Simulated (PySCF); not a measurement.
Molecule: SMILES [SeH]CC1CCC1, C5H10Se.

Structure with atom numbers: `[SeH:1][CH2:2][CH:3]1[CH2:4][CH2:5][CH2:6]1`. Hydrogens are named by the atom that carries them. Ha(C4), Ha(C5), Ha(C6) are cis to C2 on the ring; Hb(C4), Hb(C5), Hb(C6) are trans to C2 on the ring.

Geometry PBE0-D3(BJ)/def2-SVP throughout; GIAO in PySCF 2.14, gas phase, one conformer, non-relativistic; equivalent atoms averaged; functional PBE0.

For orientation, def2-SVP gives these absolute shieldings σ: Se1 1903.6, C3 159.1, C2 159.2, C5 180.3, Ha(C5) 29.67, Hb(C5) 29.71, Ha(C4)/Ha(C6) 29.85, H(C2) 29.25, H(C3) 29.61 ppm.

A run gave: Se1 1943.7, C3 157.5, C2 160.0, C5 179.9, Ha(C5) 29.47, Hb(C5) 29.50, Ha(C4)/Ha(C6) 29.69, H(C2) 29.09, H(C3) 29.39 ppm (absolute shieldings σ).

Question: Which basis set was used in that run?
A. 6-31G
B. cc-pVDZ
C. STO-3G
D. def2-TZVP

Answer: B. Se1 tells them apart best: cc-pVDZ gives 1943.7, STO-3G gives 2495.2, 6-31G gives 1989.7, def2-TZVP gives 1891.5 ppm.
